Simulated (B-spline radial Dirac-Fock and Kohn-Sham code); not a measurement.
## Satellites and hypersatellites of the K lines of Tc⁴⁺

System: the Tc⁴⁺ ion in the configuration [Kr] 4d1 5s2 (an excited configuration).

Input file task.json (cfg lists n, l and occupation; rrms is the nuclear radius in fm):

```json
{"items": [{
  "Z": 43,
  "q": 4,
  "cfg": [[1, 0, 2], [2, 0, 2], [2, 1, 6], [3, 0, 2], [3, 1, 6], [3, 2, 10], [4, 0, 2], [4, 1, 6], [4, 2, 1], [5, 0, 2]],
  "A": 97,
  "rrms": 4.4112,
  "do": ["binding", "quiet", "double"]
}]}
```

Run with: `python xray_run.py task.json out`

Method: multi-electron Dirac-Fock with separately optimised hole states, Breit and Lamb-shift corrections added in first order. Computed with a B-spline atomic structure program. Each two-hole energy is an average over J within one jj subconfiguration, not an observable level; in light atoms, where LS coupling holds, the j-resolved values are not observed lines, and for a K spectator the Kα1 hypersatellite is nearly forbidden. The model has no electron correlation.

Lines without a spectator: Kα2 (K-L2) 18247.9 eV, Kα1 (K-L3) 18364.4 eV, Kβ3 (K-M2) 20594.6 eV, Kβ1 (K-M3) 20614.7 eV. Shifts in eV with one spectator hole (a dash: not computed, or left out as unreliable):

```tsv
spectator hole	Kα2	Kα1	Kβ3	Kβ1
L2 (2p1/2)	+50.6	+63.2	–	+137.0
L3 (2p3/2)	+52.1	+51.4	+125.0	–
M2 (3p1/2)	–	+6.32	+15.33	+18.79
M3 (3p3/2)	+4.95	–	+16.55	+15.98
M4 (3d3/2)	+0.37	-1.74	–	–
M5 (3d5/2)	-2.05	-0.57	–	–
```

**Question.** Where does the K-L3 hypersatellite lie, emitted when both K electrons are missing?

**Answer.** +491.3 eV from the normal line, at 18855.7 eV. Removing both K electrons costs 42910.9 eV, which is 669.0 eV more than twice the K binding energy.

With n spectator holes in 2p, averaged over the 2p shell (energies in eV):

| n | KαLⁿ | step | hypersatellite KαʰLⁿ |
| --- | --- | --- | --- |
| 0 | 18325.5 | – | 18813.1 |
| 1 | 18380.2 | +54.7 | 18869.2 |
| 2 | 18436.2 | +55.9 | 18926.5 |
| 3 | 18493.3 | +57.2 | 18985.0 |
| 4 | 18551.7 | +58.4 | 19044.8 |
| 5 | 18611.4 | +59.6 | 19105.9 |
